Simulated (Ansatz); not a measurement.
Ansatz (a first-principles code) input for C2H5BF2, SMILES CCB(F)F, PBE0/def2-SVPD. Coordinates come from a TPSSh-D3(BJ)/def2-SVP optimisation. One conformer was computed; it need not be the lowest.

Ansatz 0.2 input:
```yaml
crystal:
  periodic: [false, false, false]
  atoms:
    - {symbol: B, position_ang: [0.01365846, 0.60863721, -0.00000000]}
    - {symbol: F, position_ang: [-1.31268108, 0.70278267, -0.00000000]}
    - {symbol: F, position_ang: [0.67612943, 1.76221977, 0.00000000]}
    - {symbol: C, position_ang: [0.76524084, -0.76619694, 0.00000000]}
    - {symbol: C, position_ang: [-0.12423804, -2.01392208, 0.00000000]}
    - {symbol: H, position_ang: [1.44686562, -0.76648998, 0.87208763]}
    - {symbol: H, position_ang: [1.44686563, -0.76648998, -0.87208763]}
    - {symbol: H, position_ang: [-0.77727735, -2.03862074, -0.88642368]}
    - {symbol: H, position_ang: [-0.77727735, -2.03862074, 0.88642368]}
    - {symbol: H, position_ang: [0.47547925, -2.93727251, -0.00000001]}
basis:
  gaussian:
    orbitals: def2-SVPD
hamiltonian:
  xc: {name: PBE0}
```

Log of the run:

```
WARN ansatz: RAYON_NUM_THREADS=1 ignored (pool sized by the plan → 1); use --threads N
Functional definition: PBE0
integrals: 0.06 GiB planned
1187 factors; their error is unknown
mean field: 0.62 GiB planned
mean field evaluation 1: about -8248.7635 eV, gradient 5.4e1 eV
mean field evaluation 2: about -8246.7010 eV, gradient 6.3e1 eV
mean field evaluation 4: about -8254.7440 eV, gradient 2.1e0 eV
mean field evaluation 8: about -8254.7698 eV, gradient 4.6e-2 eV
mean field evaluation 16: about -8254.7698 eV, gradient 6.1e-5 eV
mean field -8254.76979056 eV, -303.3571945192 hartree, gradient 6.1e-5 eV, S^2 0.000000; 0 other end points of the search recorded, 0 dependent functions left out
reference -8254.76982547 eV, -303.3571958022 hartree; 20, 20 occupied and 126, 126 virtual orbitals, 1187 factors
Total energy: -8254.76982547 eV, -303.3571958022 hartree
```

The calculation finished and met its thresholds.
